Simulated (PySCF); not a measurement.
# Electron correlation in Ne (neon, neutral)

[Ne], closed-shell 1S. Computed with PySCF 2.14 in Sapporo-DZP-2012 (4s3p1d, 18 functions), with scalar relativity by spin-free X2C-1e. Frozen: 1s2; 8 electrons correlated.

MP2 pair energies summed by pair of shells (mhartree):

```csv
pair,energy,share (%)
2p-2p,-153.53,75.6
2s-2p,-41.70,20.5
2s-2s,-7.74,3.8
```

Total MP2 correlation energy: -202.97 mhartree.

Same-spin part -57.68 and opposite-spin part -145.28 mhartree; SCS-MP2 scales them by 1/3 and 6/5 to -193.57 mhartree.

```json
{"level": "CCSD", "correlation energy (mhartree)": "-205.55"}
{"level": "(T)", "correlation energy (mhartree)": "-1.13"}
{"level": "CCSD(T)", "correlation energy (mhartree)": "-206.68"}
```

Diagnostics: T1 = 0.0028, D1 = 0.0044, largest double amplitude 0.042.

Problem. Is a single reference adequate?

Solution. Yes: T1 lies below 0.03 and no double amplitude reaches 0.07.
